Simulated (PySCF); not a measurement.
Si(AsH2)2(H)2 (As2H6Si), SMILES [AsH2][SiH2][AsH2].

The structure is a stationary point at ωB97X-D3(BJ)/def2-SVP. This is a generated structure with no PubChem entry under its InChIKey; it may be hypothetical.

Two levels are set side by side: PBE/def2-TZVP (PySCF) and PBE0/def2-TZVP (PySCF). Same geometry, gas phase. Differences are taken from unrounded values.

```tsv
quantity	PBE
orbital gap (eV)	4.75
highest occupied level (eV)	-5.89
lowest empty level (eV)	-1.15
dipole moment (D)	0.41
mean polarisability (bohr³)	95.6
```

Task: These are the PBE values. What does PBE0 give? (Estimate from the structure and the level; the computed values follow.)

Result: 
| quantity | PBE0 | PBE minus PBE0 |
|---|---|---|
| orbital gap (eV) | 6.50 | -1.76 |
| highest occupied level (eV) | -6.89 | 0.99 |
| lowest empty level (eV) | -0.38 | -0.76 |
| dipole moment (D) | 0.42 | -0.01 |
| mean polarisability (bohr³) | 93.6 | 1.9 |

PBE's occupied levels lie high since its potential decays too fast outside the molecule; exact exchange lowers them and widens the gap. Differences between two approximate levels are no errors against the true value.

Rough cost on one machine, each run with all the roots and properties that it gave: PBE0 against PBE within a factor of 2.
